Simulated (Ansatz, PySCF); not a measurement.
This Ansatz (an electronic-structure program) input computes a CAM-B3LYP/def2-TZVPD energy:

Ansatz 0.2 input:
```yaml
crystal:
  periodic: [false, false, false]
  atoms:
    - {symbol: Sn, position_ang: [0.00064110, -0.00096402, -0.03368912]}
    - {symbol: H, position_ang: [1.47232377, 0.01216007, 0.87089296]}
    - {symbol: H, position_ang: [-1.50437896, 0.03604111, 0.81356294]}
basis:
  gaussian:
    orbitals: def2-TZVPD
hamiltonian:
  xc: {name: CAM-B3LYP}
magnetization: {spin_polarized: true, initial_magnetization: 2}
output: {forces: true}
```

Question: Write an input for the same energy in PySCF and say what it gives.

Answer: 
```python
from pyscf import gto, scf, dft

mol = gto.M(
    atom='''
    Sn    0.00064110   -0.00096402   -0.03368912
    H     1.47232377    0.01216007    0.87089296
    H    -1.50437896    0.03604111    0.81356294
    ''',
    basis='def2-tzvpd',
    ecp='def2-tzvp',
    charge=0,
    spin=2,
    verbose=4,
)

mf = dft.UKS(mol, xc='camb3lyp').density_fit(auxbasis='def2-universal-jkfit')
mf.grids.level = 3
mf.conv_tol = 1e-9
mf.max_cycle = 100
mf.max_memory = 1500
mf.kernel()
if not mf.converged:
    mf = mf.newton()
    mf.kernel(mf.make_rdm1())
for _ in range(2):
    mo, _, stable, _ = mf.stability(return_status=True)
    if stable:
        break
    mf.kernel(mf.make_rdm1(mo, mf.mo_occ))
mf.analyze()
```
It gives -215.39417 Eh, and Ansatz -215.39415 Eh, a difference of 0.02 mEh, from the treatment of integrals and grids.

This is an excited triplet: at this geometry the singlet lies 0.70 eV lower at CCSD(T)/CBS(def2-TZVPPD,def2-QZVPPD).
